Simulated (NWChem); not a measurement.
# Atomisation of H4F2Ga2

```xyz
8

Ga     0.0000     0.0000     1.5121
Ga     0.0000     0.0000    -1.5121
F     -1.2403     0.0000     0.0000
H      0.0000    -1.4386     2.1076
H      0.0000     1.4386     2.1076
F      1.2403     0.0000     0.0000
H      0.0000    -1.4386    -2.1076
H      0.0000     1.4386    -2.1076
```
Charge 0, spin multiplicity 1.

Program: NWChem. The geometry was optimised at B3LYP/def2-SVP, held to D2h symmetry and with no frequency check, so it may be a saddle point.

Basis set: def2-TZVP. The atomisation energy is electronic alone: no zero-point, thermal, spin-orbit or counterpoise terms. No value is extrapolated to the basis-set limit. Free atoms are single determinants with multiplicities Ga 2, F 2, H 2. Correlated methods freeze the same cores in atoms and molecule, 20 orbitals in all.

The Hamiltonian is non-relativistic. B3LYP has NWChem's definition, with VWN1-RPA local correlation. The structure started from a generated list of species. The stability of the SCF solutions was not checked. Open-shell Hartree-Fock references start from PBE0 orbitals.

**Question.** Order these methods by the atomisation energy they give, lowest first: HF, B3LYP, MP2, LDA (SVWN5).

**Answer.** HF (403.4 kcal/mol), B3LYP (523.9 kcal/mol), MP2 (538.6 kcal/mol), LDA (SVWN5) (612.0 kcal/mol)
